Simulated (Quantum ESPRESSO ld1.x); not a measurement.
The numbers below are computed, except where a source is named.
Q: Sb IV, 48 electrons, occupied as [Kr] 4d10 5s2 (the NIST ground configuration). Code: ld1.x of Quantum ESPRESSO 7.5. Model: Dirac Kohn-Sham, LDA (Slater exchange, Perdew-Zunger correlation), spin-unpolarised, spherical densities, point nucleus. Some entries of the table are withheld. Estimate them.

orbital,occ.,eigenvalue (eV),<r^2> (bohr^2),<1/r> (bohr^-1)
1s1/2,2,-30280.332,0.001096,54.28
2s1/2,2,-4632.630,0.01770,12.61
2p1/2,2,(1),0.01312,(2)
2p3/2,4,(3),0.01442,(4)
3s1/2,2,-931.712,0.1252,4.469
3p1/2,2,-811.190,0.1199,4.382
3p3/2,4,-764.798,0.1283,4.159
3d3/2,4,-551.149,0.1094,4.011
3d5/2,6,-541.496,0.1118,3.954
4s1/2,2,-177.994,0.7070,1.775
4p1/2,2,-137.143,0.7897,1.661
4p3/2,4,-128.450,0.8466,1.588
4d3/2,4,-63.681,1.210,(5)
4d5/2,6,-62.413,1.240,(6)
5s1/2,2,-39.388,4.540,0.6467

A: 
(1) 2p1/2 eigenvalue (eV): -4338.256
(2) 2p1/2 <1/r> (bohr^-1): 12.60
(3) 2p3/2 eigenvalue (eV): -4086.782
(4) 2p3/2 <1/r> (bohr^-1): 11.70
(5) 4d3/2 <1/r> (bohr^-1): 1.315
(6) 4d5/2 <1/r> (bohr^-1): 1.296
